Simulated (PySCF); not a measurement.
**Ionisation energy of Sm⁺ by level of theory**

Sm⁺ [Xe] 4f6 6s1 (8F) → Sm²⁺ [Xe] 4f6 (7F), as a difference of total energies. Calculation: PySCF 2.14, in cc-pVDZ-X2C (8s7p5d3f1g, 84 functions); the spin-free X2C one-electron Hamiltonian (Gaussian nucleus). Correlated levels: valence: [Kr] 4d10 frozen; valence and next inner shell: [Ar] 3d10 frozen. The calculations carry no spin-orbit coupling.

Task: Order these methods by the ionisation energy they give, lowest first.
A. SCS-MP2 (valence and next inner shell)
B. SCS-MP2 (valence)
C. LDA
D. PBE0

Result: B (10.783 eV), A (10.846 eV), D (11.092 eV), C (11.491 eV).

A first-order spin-orbit estimate (lowest level to lowest level, LS coupling) adds -0.012 eV.

Errors of the correlated levels include the incompleteness of this basis and the frozen core.

For comparison: 11.078 ± 0.02 eV (semi-empirical (NIST evaluation); NIST Atomic Spectra Database, ionization energies).
